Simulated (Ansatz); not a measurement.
Program: Ansatz. Geometries: PBE0-D4/def2-TZVP. ΔE: electronic, gas phase. CCSD(T)/CBS is the MP2 limit (def2-TZVPP, def2-QZVPP) plus CCSD(T) − MP2 in def2-TZVPP, frozen cores. This one scheme is used for every species. One conformer a species, not always the lowest.

Reaction (ligand exchange at the Si–O bond): `C=C[Si](O)(Cl)O[SiH3]` + CH₃OH → `C=C[Si](O)(Cl)OC` + `O[SiH3]`

```json
{"species": "`C=C[Si](O)(Cl)O[SiH3]`", "SCS-MP2/def2-QZVPP energy (Eh)": "-1268.60585"}
{"species": "CH₃OH", "SCS-MP2/def2-QZVPP energy (Eh)": "-115.56242"}
{"species": "`C=C[Si](O)(Cl)OC`", "SCS-MP2/def2-QZVPP energy (Eh)": "-1017.52309"}
{"species": "`O[SiH3]`", "SCS-MP2/def2-QZVPP energy (Eh)": "-366.63896"}
```

Question: Work out ΔE.

Answer: ΔE = (-1017.52309) + (-366.63896) − (-1268.60585) − (-115.56242) = 0.00622 Eh = +0.17 eV. CCSD(T)/CBS gives +0.17 eV.

Largest T1 diagnostic among the species: 0.011.

In def2-TZVPP, CCSD(T) changes the Hartree–Fock value by −0.07 eV (the triples alone add −0.01 eV) and MP2 by −0.09 eV.
